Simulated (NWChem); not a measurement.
System: C4H5NO; SMILES N(=C\C=C)/C=O

Here is an NWChem input.

```
start job
memory heap 200 mb stack 900 mb global 1100 mb
geometry units angstroms noautoz
  C      0.507048    -2.716459    -0.052288
  C     -0.359074    -1.706735     0.107779
  C      0.029443    -0.319763    -0.084962
  N     -0.798975     0.642769     0.053933
  C     -0.330610     1.949801    -0.047205
  O      0.669710     2.370023     0.474277
  H      1.546273    -2.530363    -0.342281
  H      0.212089    -3.756921     0.103103
  H     -1.399901    -1.881719     0.397057
  H      1.084052    -0.127719    -0.363170
  H     -1.021804     2.602244    -0.629793
end
basis spherical
  * library def2-svp
end
dft
  xc becke88 perdew86
  iterations 150
  mulliken
end
task dft energy
```

All runs use the structure optimised with PBE0/def2-SVP.

### Question
Give the results of this calculation. (BP86/def2-SVP.) Quantities: energy (Ha); highest occupied level (eV); orbital gap (eV); dipole (D).

### Answer
The energy (Ha) is -285.15 and the highest occupied level (eV) is -5.91. The orbital gap (eV) is 2.67 and the dipole (D) is 3.19.
